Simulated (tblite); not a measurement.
Record of a relaxation.

Compound: C6H9NOSi.
Numbering: `[CH:1]#[C:2][C@@H:3]1[C:4](=[O:5])[NH:6][SiH2:7][C@@H:8]1[CH3:9]` (hydrogens: H10 on C1; H11 on C3; H12 on N6; H13, H14 on Si7; H15 on C8; H16, H17, H18 on C9)

Computed with GFN2-xTB (tblite), gas phase: L-BFGS steps from a force-field or distance-geometry start until the largest atomic force falls under 0.01 eV/Å. 6 of its 85 geometries are shown.

Step 0: E = -710.7366 eV, largest atomic force 1.588 eV/Å
```
atom  x, y, z in Å  |  force x, y, z in eV/Å
C1      2.338   -0.156    1.678   -0.902   0.111  -1.302
C2      1.675   -0.110    0.660    0.740   0.035   1.156
C3      0.899   -0.068   -0.578   -0.714   0.328  -0.024
C4      0.738    1.410   -1.054    0.717   0.724   0.038
O5      1.621    2.038   -1.603   -0.455  -0.502   0.214
N6     -0.478    1.973   -0.735    0.163  -1.162   0.135
Si7    -1.602    0.857   -0.036   -0.539  -0.048   0.538
C8     -0.533   -0.662   -0.443   -0.156   0.157   0.015
C9     -0.673   -1.870    0.482   -0.217   0.084   0.164
H10     2.908   -0.183    2.575   -0.297  -0.002  -0.482
H11     1.426   -0.614   -1.365    0.269   0.097   0.095
H12    -0.695    2.927   -0.963    0.440   0.096  -0.169
H13    -2.887    0.880   -0.764    0.252   0.046   0.167
H14    -1.714    1.104    1.418   -0.063  -0.009  -0.286
H15    -0.862   -0.968   -1.449    0.294  -0.119   0.119
H16     0.013   -2.662    0.202    0.126  -0.080  -0.055
H17    -1.692   -2.274    0.435    0.230   0.156  -0.114
H18    -0.489   -1.616    1.529    0.110   0.089  -0.207
```

Step 17: E = -710.9084 eV, largest atomic force 0.084 eV/Å
```
atom  x, y, z in Å  |  force x, y, z in eV/Å
C1      2.261   -0.120    1.643   -0.010  -0.004  -0.013
C2      1.600   -0.095    0.645   -0.008   0.011   0.009
C3      0.855   -0.075   -0.598   -0.010  -0.013  -0.039
C4      0.758    1.387   -1.035    0.014   0.034  -0.012
O5      1.639    2.010   -1.574    0.013  -0.045  -0.001
N6     -0.458    1.916   -0.717   -0.027  -0.010   0.025
Si7    -1.625    0.847    0.000   -0.064   0.006   0.012
C8     -0.562   -0.664   -0.468   -0.065   0.025   0.038
C9     -0.646   -1.859    0.473    0.013  -0.006   0.017
H10     2.849   -0.163    2.509   -0.018   0.032   0.052
H11     1.456   -0.620   -1.333    0.001  -0.023  -0.081
H12    -0.576    2.892   -0.944    0.016  -0.018   0.032
H13    -2.899    0.930   -0.709    0.014   0.019  -0.038
H14    -1.781    1.109    1.431    0.054  -0.018  -0.011
H15    -0.865   -1.006   -1.465    0.039   0.024   0.014
H16     0.056   -2.639    0.182    0.004  -0.009  -0.026
H17    -1.651   -2.275    0.453    0.008  -0.013   0.000
H18    -0.418   -1.567    1.494    0.025   0.007   0.023
```

Step 34: E = -710.9190 eV, largest atomic force 0.032 eV/Å
```
atom  x, y, z in Å  |  force x, y, z in eV/Å
C1      2.202   -0.085    1.641   -0.003   0.004   0.001
C2      1.582   -0.104    0.617    0.016   0.015  -0.006
C3      0.842   -0.097   -0.630   -0.009   0.007  -0.012
C4      0.763    1.374   -1.044   -0.004   0.004  -0.017
O5      1.646    1.989   -1.588    0.007  -0.029  -0.012
N6     -0.434    1.917   -0.684   -0.001  -0.003   0.014
Si7    -1.619    0.850    0.007   -0.002  -0.008  -0.001
C8     -0.578   -0.674   -0.471   -0.014   0.004  -0.005
C9     -0.626   -1.868    0.475    0.001   0.002  -0.005
H10     2.753   -0.088    2.533    0.001   0.008   0.021
H11     1.425   -0.646   -1.377    0.013   0.003   0.004
H12    -0.532    2.903   -0.873    0.002  -0.016   0.011
H13    -2.871    0.987   -0.734    0.002  -0.008   0.027
H14    -1.753    1.081    1.445   -0.005  -0.005  -0.009
H15    -0.897   -1.023   -1.459    0.009   0.022  -0.018
H16     0.072   -2.640    0.153   -0.002  -0.007   0.002
H17    -1.626   -2.297    0.491   -0.006   0.018   0.001
H18    -0.358   -1.572    1.486   -0.006  -0.011   0.004
```

Step 50: E = -710.9222 eV, largest atomic force 0.039 eV/Å
```
atom  x, y, z in Å  |  force x, y, z in eV/Å
C1      2.173   -0.047    1.654   -0.004   0.005   0.002
C2      1.581   -0.089    0.614   -0.012   0.009   0.011
C3      0.852   -0.104   -0.640    0.002  -0.016   0.021
C4      0.765    1.361   -1.066   -0.001  -0.008  -0.015
O5      1.626    1.964   -1.656    0.012  -0.003   0.005
N6     -0.411    1.914   -0.654    0.004   0.004   0.000
Si7    -1.600    0.845    0.025   -0.002  -0.015   0.007
C8     -0.570   -0.676   -0.481    0.002  -0.005   0.014
C9     -0.629   -1.874    0.460   -0.010  -0.009  -0.018
H10     2.701   -0.029    2.560   -0.004   0.003  -0.018
H11     1.441   -0.662   -1.376    0.003   0.006   0.006
H12    -0.505    2.902   -0.830   -0.010   0.019  -0.012
H13    -2.862    0.985   -0.698   -0.001   0.006  -0.001
H14    -1.736    1.058    1.465    0.017  -0.001  -0.003
H15    -0.893   -1.012   -1.473    0.001   0.009   0.017
H16     0.043   -2.664    0.128    0.009   0.012   0.006
H17    -1.640   -2.276    0.486   -0.006   0.001   0.011
H18    -0.346   -1.588    1.471    0.000  -0.019  -0.034
```

Step 67: E = -710.9258 eV, largest atomic force 0.027 eV/Å
```
atom  x, y, z in Å  |  force x, y, z in eV/Å
C1      2.135    0.028    1.689   -0.001  -0.006  -0.001
C2      1.554   -0.056    0.645   -0.003  -0.012  -0.005
C3      0.853   -0.114   -0.624   -0.003  -0.020   0.010
C4      0.767    1.339   -1.088    0.011  -0.014   0.002
O5      1.621    1.922   -1.707   -0.002   0.014   0.003
N6     -0.401    1.905   -0.668    0.019   0.000   0.006
Si7    -1.573    0.849    0.063    0.004   0.026   0.005
C8     -0.572   -0.679   -0.480   -0.014   0.002  -0.002
C9     -0.639   -1.909    0.416   -0.005   0.009   0.004
H10     2.656    0.077    2.598   -0.016   0.006  -0.009
H11     1.459   -0.691   -1.329    0.002   0.005  -0.005
H12    -0.495    2.890   -0.861   -0.017   0.005  -0.008
H13    -2.854    1.026   -0.614   -0.006  -0.020   0.006
H14    -1.643    1.051    1.509    0.006   0.008   0.001
H15    -0.902   -0.975   -1.482    0.007  -0.003  -0.015
H16     0.003   -2.703    0.035    0.002   0.016   0.012
H17    -1.659   -2.287    0.461    0.001   0.003  -0.008
H18    -0.319   -1.666    1.426    0.013  -0.018   0.004
```

Step 84: E = -710.9267 eV, largest atomic force 0.009 eV/Å
```
atom  x, y, z in Å  |  force x, y, z in eV/Å
C1      2.116    0.041    1.697    0.001  -0.001   0.003
C2      1.550   -0.057    0.647   -0.006   0.001  -0.006
C3      0.854   -0.119   -0.624   -0.001  -0.003   0.000
C4      0.771    1.334   -1.092    0.000  -0.002  -0.002
O5      1.626    1.915   -1.712   -0.002   0.005  -0.002
N6     -0.396    1.902   -0.674    0.001   0.000  -0.001
Si7    -1.561    0.853    0.078    0.000   0.000  -0.001
C8     -0.573   -0.678   -0.480    0.000  -0.001   0.002
C9     -0.641   -1.915    0.406    0.004   0.000   0.000
H10     2.626    0.105    2.611   -0.005  -0.005  -0.001
H11     1.460   -0.697   -1.329    0.003  -0.003   0.003
H12    -0.494    2.885   -0.878   -0.003   0.004   0.001
H13    -2.855    1.012   -0.579   -0.003   0.003   0.002
H14    -1.608    1.068    1.523    0.005   0.000  -0.003
H15    -0.908   -0.963   -1.484    0.004   0.000   0.001
H16    -0.003   -2.706    0.014    0.002  -0.001  -0.001
H17    -1.661   -2.289    0.451    0.004   0.005   0.002
H18    -0.311   -1.685    1.416   -0.005  -0.002   0.004
```

**Question.** Summarise the path.

**Answer.** The energy falls by 4.38 kcal/mol from step 0 to step 84; nine tenths of that is first reached at step 17. It rises by more than 0.2 meV at step 1. The largest force goes from 1.588 to 0.009 eV/Å. Among the bonds C3–C4 changes most, from 1.562 to 1.528 Å; the atoms move by 0.180 Å rms after alignment.

**Question.** Follow the three bonds and two angles with the largest change from start to end.

**Answer.** 
```tsv
step	E above end (kcal/mol)	largest force (eV/Å)	C3–C4 (Å)	C1≡C2 (Å)	Si7–H14 (Å)	C4–N6–H12 (°)	C2–C3–C4 (°)
0	4.38	1.588	1.562	1.216	1.479	121.8	109.9
4	1.61	0.529	1.547	1.202	1.450	118.3	109.0
7	0.87	0.176	1.530	1.196	1.463	115.7	108.3
11	0.64	0.086	1.531	1.197	1.462	114.7	107.5
15	0.47	0.122	1.530	1.197	1.462	114.9	106.8
18	0.40	0.090	1.531	1.197	1.463	115.3	106.9
22	0.31	0.070	1.530	1.197	1.461	115.3	106.1
26	0.25	0.066	1.527	1.197	1.462	115.3	105.8
29	0.22	0.049	1.528	1.197	1.461	114.9	105.7
33	0.18	0.033	1.530	1.197	1.462	115.1	105.3
37	0.16	0.045	1.529	1.197	1.461	115.3	105.1
40	0.15	0.044	1.528	1.197	1.461	115.4	104.9
44	0.12	0.043	1.529	1.197	1.462	115.4	105.0
47	0.11	0.023	1.529	1.197	1.461	115.2	105.1
51	0.10	0.048	1.529	1.197	1.462	115.2	105.0
55	0.08	0.032	1.529	1.197	1.461	115.3	104.9
58	0.07	0.043	1.528	1.197	1.461	115.3	104.9
62	0.05	0.036	1.529	1.197	1.462	115.5	105.0
66	0.03	0.059	1.529	1.197	1.462	115.2	104.8
69	0.02	0.023	1.528	1.197	1.461	115.3	104.8
73	0.01	0.018	1.529	1.197	1.462	115.4	104.7
77	0.01	0.021	1.528	1.197	1.461	115.4	104.8
80	0.00	0.015	1.529	1.197	1.461	115.4	104.7
84	0.00	0.009	1.528	1.197	1.462	115.3	104.7
```

What follows is the cost of the whole relaxation. Time: 0.66 s. Hardware: one thread of an Arm Neoverse V1, shared host with 32 logical CPUs at a one-minute load of 31.
